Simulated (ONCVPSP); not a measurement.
# Logarithmic derivatives: Ni, ONCV

```json
{
  "Element": "nickel (Ni)",
  "Generator": "ONCVPSP 4.0.1",
  "Type": "optimised norm-conserving Vanderbilt (ONCV)",
  "Functional": "PBE",
  "Relativity": "scalar-relativistic",
  "Frozen core": "[Ne] 3s2",
  "Valence charge": "16",
  "Reference configuration": "3p6 3d8 4s1.5 (charge +0.5)",
  "Partial waves": "4s: rc 1.90 bohr, ncon 4, nbas 7, qcut 4 1/bohr, 1 projector; 3p: rc 1.05 bohr, ncon 5, nbas 8, qcut 15.1 1/bohr, 2 projectors, debl 1.1 Ha; 3d: rc 0.90 bohr, ncon 3, nbas 8, qcut 17.1 1/bohr, 1 projector",
  "Local potential": "polynomial inside 0.80 bohr (lpopt 5, dvloc0 3 Ha)",
  "Core correction": "polynomial model core, fcfact 0.2"
}
```

In the p channel the program set the typed energies aside and used -2.784, 0.250 Ha.

The phase is arctan(r·R′/R) of the radial function R(r), unwrapped; energies in Ha, scanned from -4 to 5 Ha. A pole is an energy at which the radial function vanishes at the test radius. The pseudo phase is shifted by a multiple of π to meet the all-electron one at the reference energy, and phase errors are pseudo minus all-electron; the curves can meet again beyond the range given. Levels narrower than the energy grid can be missing from the lists of poles.

```tsv
channel	radius (bohr)	reference energy (Ha)	poles, all-electron	poles, pseudo	unbroken range about the reference energy with phases within 0.05 rad	phase error 1 Ha above the reference energy (rad)
s	1.92	-0.34	2.16	1.65	-4.0 to 1.5	-0.019
p	1.06	-2.78	-0.84	-0.84	the whole range	+0.000
d	0.92	-0.49	2.77	2.89	the whole range	+0.002
```

Note: ghosts flagged at negative energy: s at -211.5 eV; no localised positive-energy state flagged. A true bound ghost makes a file unfit for plane-wave use.

Phases in the d channel:

```csv
E (Ha),all-electron,pseudo
-3.98,0.747,0.755
-3.74,0.685,0.694
-3.50,0.613,0.622
-3.26,0.528,0.538
-3.02,0.429,0.439
-2.78,0.313,0.323
-2.54,0.181,0.190
-2.30,0.032,0.040
-2.06,-0.129,-0.121
-1.82,-0.294,-0.288
-1.58,-0.456,-0.452
-1.34,-0.607,-0.605
-1.10,-0.742,-0.741
-0.86,-0.861,-0.861
-0.62,-0.963,-0.963
-0.38,-1.051,-1.051
-0.14,-1.126,-1.126
0.10,-1.191,-1.190
0.34,-1.247,-1.246
0.58,-1.296,-1.294
0.82,-1.339,-1.337
1.06,-1.378,-1.375
1.30,-1.413,-1.409
1.54,-1.444,-1.439
1.78,-1.473,-1.467
2.02,-1.499,-1.492
2.26,-1.524,-1.516
2.50,-1.547,-1.538
2.74,-1.569,-1.558
2.98,-1.589,-1.578
3.22,-1.609,-1.596
3.46,-1.629,-1.614
3.70,-1.648,-1.631
3.94,-1.666,-1.648
4.18,-1.685,-1.664
4.42,-1.703,-1.680
4.66,-1.722,-1.696
4.90,-1.741,-1.712
```
